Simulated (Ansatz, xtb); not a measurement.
C5H2FN3: 4 structures ranked

4 gas-phase structures of C5H2FN3, from a drawn sample of its isomers (lower ones may exist). Each was relaxed with GFN2-xTB:

A. `N#Cc1cncnc1F`, a singlet
B. `N#Cc1cc(F)cnn1`, a singlet
C. `N#Cc1ccnnc1F`, a singlet
D. `N#Cc1nccnc1F`, a singlet

Q: Estimate their order in r2SCAN-D4/def2-SVP energy at these geometries, lowest first.

A: Calculated order at r2SCAN-D4/def2-SVP: A (0.0), D (6.6), C (27.9), B (32.9) kcal/mol.

Energies above the lowest of each column, in kcal/mol; the last columns are at PBE-D3(BJ)/def2-SVP geometries and were run for some of them only (a dash: not run or not comparable):

| structure | GFN2-xTB | HF/STO-3G | r2SCAN-D4/def2-SVP | PBE-D3(BJ)/def2-SVP | CCSD(T)/def2-SVP + ΔMP2/def2-TZVPP |
| --- | --- | --- | --- | --- | --- |
| A | 0.0 | 0.0 | 0.0 | 0.0 | 0.0 |
| D | 7.6 | 4.2 | 6.6 | 5.8 | 7.2 |
| C | 21.5 | 19.6 | 27.9 | 25.8 | 26.3 |
| B | 22.8 | 22.3 | 32.9 | – | – |

Every level run on A puts it lowest or level with the lowest. Frequencies (GFN2-xTB) were run for A, C, D alone. ΔMP2 is the change of the MP2 energy from the smaller to the larger basis.

Over these structures GFN2-xTB departs from r2SCAN-D4/def2-SVP by 4.4 kcal/mol on average once a common shift is removed. A GFN2-xTB relaxation took about 0.066 s and the r2SCAN-D4/def2-SVP energy about 1.8 s on a shared host (Ansatz 0.2.0, xtb 6.7.1).
